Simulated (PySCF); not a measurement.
# Adding and removing an electron: RbCl

PBE0; Rb def2-SVPD with ECP28, Cl def2-SVPD; scalar-relativistic core potentials (PySCF 2.14). Neutral (UKS): singlet (closed shell), Re = 2.856 Å, ωe = 225 cm⁻¹, De = 4.28 eV, HOMO -5.91 eV, LUMO -1.36 eV.

RbCl⁻ (UKS): doublet (σ ↑), Re = 3.007 Å, ωe = 171 cm⁻¹, De = 1.23 eV to Rb + Cl⁻. The energies at the minima are -484.08517 hartree for RbCl and -484.10898 for RbCl⁻.

Q: Work out the adiabatic electron affinity, without and with harmonic zero-point energies (1 hartree = 27.2114 eV, 1 eV = 8065.5 cm⁻¹), and the change of the bond length.

A: At PBE0: 0.02381 hartree = 0.648 eV between the minima; the zero-point term (225.0 − 171.0)/2 cm⁻¹ = +0.003 eV makes it 0.651 eV. Re changes by +15.1 pm against the neutral. The electron enters a σ orbital; in so polar a molecule the change of length follows mostly from the change of the ionic charges.

Spin–orbit coupling is left out. For an ion De counts to the pair picked by the measured ionisation energies or electron affinities, which need not be the lowest pair at this level. The highest Kohn–Sham level is positive in this anion. Much of that is self-interaction error, but it also means that the finite basis helps to hold the extra electron. States were picked by a PBE0 search and need not be the measured ground states.
